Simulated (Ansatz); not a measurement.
Reactions of `Cc1cccc2cccc(C)c12`.

Computed with Ansatz on PBE0-D4/def2-TZVP structures; ΔE is electronic, products minus reactants. CBS: MP2 limit from def2 TZ/QZ plus the TZ coupled-cluster correction, frozen cores. This one scheme is used for every species, atoms too. For atomizations the MP2-based limit and the directly extrapolated one differ by several kJ/mol either way, and by 10 to 25 for some Ge, Se and Sn compounds, so smaller differences from it don't rank the levels. Open shells (•) are unrestricted, without spin–orbit coupling. Spin–orbit coupling would lower the free atoms: a little for C. Bonds to Ge are less sure, by a few kJ/mol each and by 10 to 20 or more in all where they break to atoms, as the def2 sets lack core-valence functions. Scalar relativity is left out up to krypton. Each species was taken in one conformer, which may not be the lowest.

(1) Order these by ΔE at CCSD(T)/CBS, lowest first. (An estimate is asked.)
A. `Cc1cccc2cccc(C)c12` + H₂ → `Cc1cccc2ccccc12` + CH₄
B. `Cc1cccc2cccc(C)c12` + `B1C=N1` → `CC1=NB1` + `Cc1cccc2ccccc12`
C. `Cc1cccc2cccc(C)c12` → `[CH2]` (triplet) + `Cc1cccc2ccccc12`
D. `Cc1cccc2cccc(C)c12` + `[OH][Ge]([OH])([Cl])[Cl]` → `C[O][Ge]([OH])([Cl])[Cl]` + `Cc1cccc2ccccc12`
E. `Cc1cccc2cccc(C)c12` → 12 C• + 12 H•
F. `Cc1cccc2cccc(C)c12` + `CC(C)(C)S` → `CSC(C)(C)C` + `Cc1cccc2ccccc12`

Largest T1 diagnostic: 0.011, for `B1C=N1`.

## Answers

(1) A (-82.6 kJ/mol), B (-49.5 kJ/mol), F (-8.9 kJ/mol), D (+37.9 kJ/mol), C (+420.5 kJ/mol), E (+11476.5 kJ/mol).
